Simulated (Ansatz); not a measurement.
Stepwise reaction of `[OH][Sn]([OH])([OH])[F]` with hydrogen fluoride, as a gas-phase model of exchange steps in deposition or etching. ΔE in kJ/mol; ΔG adds harmonic PBE0-D4 terms to CCSD(T)/CBS, at 1 bar.

Isolated molecules relaxed with PBE0-D4/def2-TZVP in Ansatz; ΔE leaves out vibrations. CBS: MP2 limit from def2 TZ/QZ plus the TZ coupled-cluster correction, frozen cores. This one scheme is used for every species. Functionals use def2-TZVPP. B3LYP here is the variant with VWN-RPA as its local correlation; programs differ in this. def2 core potentials past Kr. For Sn outer-core shells are correlated without core-valence functions, which leaves a few kJ/mol of doubt a bond. One conformer a species, not always the lowest.

| step | reaction | PBE-D4 | B3LYP-D4 | ωB97M-V | CCSD(T)/CBS | ΔG(500 K) |
| --- | --- | --- | --- | --- | --- | --- |
| 1 | `[OH][Sn]([OH])([OH])[F]` + H–F → `[OH][Sn]([OH])([F])[F]` + H₂O | -26.8 | -27.3 | -26.8 | -22.7 | -18.3 |
| 2 | `[OH][Sn]([OH])([F])[F]` + H–F → `[OH][Sn]([F])([F])[F]` + H₂O | -18.4 | -19.1 | -19.3 | -16.0 | -21.5 |
| 3 | `[OH][Sn]([F])([F])[F]` + H–F → `[F][Sn]([F])([F])[F]` + H₂O | -15.7 | -16.1 | -16.5 | -13.0 | 0.9 |

Problem. By hand: ΔE of the 3 steps together at CCSD(T)/CBS.

Solution. (-22.7) + (-16.0) + (-13.0) = -51.7 kJ/mol, or -17.2 kJ/mol a step.

In ΔE each step is higher than the one before. All are downhill at CCSD(T)/CBS. ΔG lies between -21.5 and 0.9 kJ/mol a step. PBE-D4 differs from CCSD(T)/CBS by -4.1 to -2.4 kJ/mol a step. Isolated molecules leave out the surface, adducts and barriers. Largest T1 diagnostic: 0.015.
